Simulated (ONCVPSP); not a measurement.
**silicon (Si): variants of one ONCV potential**

Base potential:

ONCVPSP 4.0.1 input, shortened (lines: element, Z, core and valence counts, functional; n l f; lmax; l rc ep ncon nbas qcut; lloc lpopt rc5 dvloc0; l nproj debl; icmod fcfact rcfact), PBE, scalar-relativistic:

```
  Si 14.00    3    2        4      upf
    1    0    2.00
    2    0    2.00
    2    1    6.00
    3    0    2.00
    3    1    2.00
    2
    0    1.45    0.00    5   10    3.90
    1    1.55    0.00    4    8    4.90
    2    1.50    0.16    3    7    7.00
    4    1    1.35    0.00
    0    3    2.80
    1    2    2.60
    2    2    2.20
    0    0.00    0.00
```

All-electron outer shells of the reference configuration (PBE, scalar-relativistic, ld1.x):

```tsv
shell	level (eV)	outermost node (bohr)	outermost maximum (bohr)
2s	-139.50	0.15	0.45
2p	-95.56	–	0.39
3s	-10.81	0.72	1.80
3p	-4.08	0.72	2.17
```

Cutoffs, loose and tight: the cutoffs (Ha) at which the residual kinetic energy of the hardest occupied pseudo-wave falls to 1 and 0.1 mHa per electron. They do not see the model core or the augmentation charge, which bear on the density cutoff. Test errors are all-electron minus pseudo excitation energies from the reference, over the configurations 3s2 3p1; 3s2 3p0; 3s1 3p0; 3s2 3p1.5. A dash means not determined; rows that change the core or the reference have their own tests.

For the base: The cutoffs count occupied waves only; projector 2 of the s channel, the hardest unoccupied one, needs 162 Ha at the loose tolerance.

A true bound ghost makes a file unfit for plane-wave use even where its test errors are small: the radial tests pick states by their node count and pass the ghost by.

| change | outcome | cutoff, loose | cutoff, tight | bound ghosts | GHOST(+) flags above zero | largest test error (meV) |
| --- | --- | --- | --- | --- | --- | --- |
| base | generated | 14 Ha | 125 Ha | s | s | +60 |
| p: rc 2.02 | generated | 14 Ha | 125 Ha | s | s | +64 |
| local potential polynomial inside 1.35 bohr (lpopt 1, dvloc0 7.5 Ha) | generated | 14 Ha | 125 Ha | s | s, p | +60 |
| d: qcut 8.7 | generated | 14 Ha | 125 Ha | s | s | +60 |
| p: qcut 6.7 | generated | 14 Ha | 125 Ha | s | s | +57 |
| d: nbas 8 | generated | 14 Ha | 125 Ha | s | s | +60 |
| all radii scaled by about 1.20 (s 1.74, p 1.86, d 1.80 bohr); local potential polynomial inside 1.62 bohr (lpopt 1, dvloc0 0 Ha) | generated | 7.5 Ha | 26 Ha | none | s | +64 |
| reference 3s2 3p0.5 | generated | 14 Ha | 125 Ha | s | s | +57 |
